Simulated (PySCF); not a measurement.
Species: `Cl[SiH]1OCCO1`. The columns A, B, C and D hold Mulliken, IAO, Hirshfeld and ESP-fitted charges (e) of one PBE0/pcSseg-1 density (PySCF), in a shuffled order. Coordinates in Å (GFN2-xTB); the density's dipole moment is (-2.13, 0.32, -0.58) D.

```csv
atom,x,y,z,A,B,C,D
Cl1,2.993,-0.348,0.931,-0.093,-0.155,-0.285,-0.276
Si2,1.303,-0.755,-0.027,+0.455,+0.668,+1.315,+1.032
O3,0.036,-0.806,1.007,-0.244,-0.457,-0.650,-0.606
C4,-1.053,-0.073,0.518,+0.005,+0.203,-0.073,+0.037
C5,-0.523,0.915,-0.546,+0.005,+0.183,-0.072,+0.045
O6,0.749,0.482,-0.944,-0.244,-0.454,-0.651,-0.609
H7,1.403,-1.955,-0.833,-0.069,-0.073,-0.160,-0.116
H8,-1.528,0.444,1.353,+0.051,+0.018,+0.153,+0.130
H9,-1.770,-0.769,0.070,+0.041,+0.020,+0.133,+0.116
H10,-0.430,1.924,-0.132,+0.043,+0.030,+0.141,+0.122
H11,-1.174,0.943,-1.422,+0.048,+0.017,+0.148,+0.125
```

Problem. Which column most likely holds the ESP-fitted charges?

Solution. B. Σ q r misses the density's dipole by 0.08 D (B), 0.75 D (C), 1.18 D (A), 1.76 D (D). Charges fitted to the outside potential are the only set here that is tied to the molecule's multipoles.

Problem. And the Hirshfeld charges?

Solution. A. The mean sizes are 0.118 e (A), 0.207 e (B), 0.292 e (D), 0.344 e (C), and Hirshfeld charges are commonly the smallest of these schemes.

As computed, A = Hirshfeld, B = ESP-fitted, C = IAO, D = Mulliken. Hydrogens on carbon: Hirshfeld +0.04 to +0.05, ESP-fitted +0.02 to +0.03, IAO +0.13 to +0.15, Mulliken +0.12 to +0.13 e.

The Hirshfeld scheme divides the density at each point in proportion to the densities of the neutral, spherically averaged free atoms. The IAO scheme projects the occupied orbitals on a minimal set of polarised atomic orbitals and counts the electrons in each atom's part of it.

The structure is a single GFN2-xTB conformer in the gas phase; no vibrational or solvent corrections.

The run behind these numbers computed NMR shieldings as well. On an Arm Neoverse V2 with one thread (shared host), this took 10 s wall and 0.69 GiB of memory at its peak.
